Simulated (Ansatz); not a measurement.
Reaction (silylene formation by 1,1-elimination): `N[Si@H](F)S[Si@@H](N)Cl` → `N[Si]Cl` + `N[SiH](F)S`

Calculated with Ansatz (gas phase, PBE0-D4/def2-TZVP geometries, no zero-point term in ΔE). CCSD(T)/CBS is the MP2 limit (def2-TZVPP, def2-QZVPP) plus CCSD(T) − MP2 in def2-TZVPP, frozen cores. This one scheme is used for every species. DFT in def2-TZVPP. B3LYP here is the variant with VWN-RPA as its local correlation; programs differ in this. Each species was taken in one conformer, which may not be the lowest.

`N[Si@H](F)S[Si@@H](N)Cl`:

Z-matrix (Å, degrees):
```
Si
F 1 1.597
S 1 2.123 2 113.4
N 1 1.694 2 106.0 3 -121.2
H 1 1.480 2 105.0 3 113.5
Si 3 2.132 1 99.4 2 -71.3
H 4 1.006 1 121.8 2 -35.8
H 4 1.005 1 121.9 2 166.4
N 6 1.689 3 109.7 1 50.7
Cl 6 2.066 3 103.3 1 174.3
H 6 1.476 3 114.4 1 -72.0
H 9 1.006 6 122.3 3 37.6
H 9 1.006 6 121.9 3 -162.8
```

`N[Si]Cl`:

Cartesian coordinates in Å:
```
N -0.575 0.122 0.298
Si 0.079 -0.519 -1.136
Cl 2.116 -0.258 -0.680
H -1.572 0.163 0.442
H -0.048 0.492 1.076
```

`N[SiH](F)S`:

Cartesian coordinates in Å:
```
N -0.615 -0.832 0.931
Si 0.376 0.227 0.067
F 0.091 1.787 0.289
S 0.010 -0.162 -1.986
H -0.391 -1.131 1.865
H -1.579 -0.991 0.691
H 1.768 0.022 0.516
H 0.340 1.081 -2.374
```

(1) Is it downhill or uphill in electronic energy at CCSD(T)/CBS, and by how much? (Best estimate.)

(2) What do these levels give: PBE-D4, PBE0-D4, B2PLYP, B3LYP, MP2/def2-TZVPP, SCS-MP2/def2-TZVPP, CCSD/def2-TZVPP, CCSD(T)/def2-TZVPP, HF/def2-QZVPP, SCS-MP2/def2-QZVPP, MP2/CBS(def2), CCSD/CBS(def2)? (An estimate is asked.)

Largest T1 diagnostic among the species: 0.013.

Results:

(1) Computed: Uphill: ΔE = +192.6 kJ/mol.

(2) Computed: PBE-D4 183.9, PBE0-D4 201.2, B2PLYP 174.7, B3LYP 155.1, MP2/def2-TZVPP 204.9, SCS-MP2/def2-TZVPP 191.7, CCSD/def2-TZVPP 182.1, CCSD(T)/def2-TZVPP 184.8, HF/def2-QZVPP 175.3, SCS-MP2/def2-QZVPP 196.4, MP2/CBS(def2) 212.7, CCSD/CBS(def2) 189.9 kJ/mol.

The D4 term adds +28.1 kJ/mol with B3LYP and +15.9 kJ/mol with PBE0; it sums over pairs of atoms, weighted by their polarisabilities, and B3LYP, whose exchange is more repulsive, gets the larger term. From PBE to PBE0 (25 % exact exchange), in def2-TZVPP and without D4, ΔE moves by +19.1 kJ/mol. In def2-TZVPP, CCSD(T) changes the Hartree–Fock value by +9.3 kJ/mol (the triples alone add +2.7 kJ/mol) and MP2 by +29.4 kJ/mol.
